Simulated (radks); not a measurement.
Question: These are the eigenvalues of the occupied orbitals of an atom or ion with whole-number occupations (Ry). All-electron calculation, non-relativistic Kohn-Sham, revPBE, spin-polarised, spherical densities, point nucleus. Program: a radial shooting solver on a logarithmic mesh with Libxc functionals.

1s up: -3954.591
1s down: -3953.935
2s up: -843.8410
2s down: -843.3631
2p up: -819.4402
2p down: -818.7369
3s up: -342.7802
3s down: -340.4878
3p up: -333.5844

Which element is it, and in what charge state? The configuration may be excited. Open shells, if any, are filled with parallel spins first.

Answer: Z = 66, dysprosium, charge +51: Dy51+ in [Ne] 3s2 3p3. The list shows which subshells hold electrons but not how many an open one holds; the 1s level, -1977.3 hartree, gives Z - s = 62.9 by -(Z - s)^2/2, which with screening narrows Z to a few neighbours, and the depths of the outer levels then fix element, charge and occupations together.
